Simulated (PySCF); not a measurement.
**C (carbon, neutral): UHF calculation**

Configuration: [He] 2s2 2p2, high-spin 3P determinant. Calculation: PySCF 2.14, in x2c-QZVPPall (7s4p3d2f1g, 57 functions); scalar relativity by spin-free X2C-1e.

| Item | Value |
| --- | --- |
| Total energy | -37.708625 hartree |
| One-electron energy | -50.4726 hartree |
| Hartree (Coulomb) energy | 17.8446 hartree |
| Exchange energy | -5.0806 hartree |
| ⟨S²⟩ | 2.0101 |
| ⟨L²⟩ | 2.018 |
| Sum of ⟨r⟩ | 7.134 bohr |
| Sum of ⟨r²⟩ | 13.74 bohr² |
| Traceless quadrupole moment −½Σ⟨3z² − r²⟩ along its main axis | 1.48 e·bohr² |
| Langevin diamagnetic susceptibility | -10.9 ×10⁻⁶ cm³/mol |

| shell | electrons | mean orbital energy (eV) | rms radius, mean of both spins (bohr) |
| --- | --- | --- | --- |
| 1s α | 1 | -308.83 | 0.312 |
| 1s β | 1 | -307.61 | 0.312 |
| 2s α | 1 | -22.573 | 1.76 |
| 2s β | 1 | -15.890 | 1.76 |
| 2p α | 2 | -11.939 | 1.92 |

Spin-orbit constants ζ (cm⁻¹) from the X2C one-electron operator on these orbitals: bare nucleus, nucleus screened by l(l+1)(2l+1)/3 electrons, and screened by the Breit-Pauli mean field of the electrons.

```tsv
shell	bare	screened nucleus	mean field
2p	59.88	39.92	31.82
```

To first order the Landé constant is A = 15.91 cm⁻¹, so the lowest level has J = 0 and lies 0.00395 eV below the centre of the term. This holds in LS coupling only.
